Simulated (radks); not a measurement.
The numbers below are computed, except where a source is named.
Coulomb parameter of the 5d shell of the gold ion Au2+ in the model configuration [Xe] 4f14 5d8 6s1, as a second difference U = [E(n + 1) + E(n - 1) - 2 E(n)] / (1)^2 with all orbitals relaxed. "Bare": the charge of the atom changes with n. "Screened": the 6s shell takes up the change at fixed total charge, which measures U(5d,5d) + U(6s,6s) - 2 U(5d,6s). Code: a radial shooting solver on a logarithmic mesh with Libxc functionals. Model: Dirac Kohn-Sham, PBE, spin-unpolarised, spherical densities, point nucleus; open shells are shared between the two j in proportion to 2j + 1. Estimate both.

Answer. U(bare) = 12.950 eV, U(screened by 6s) = 1.361 eV.
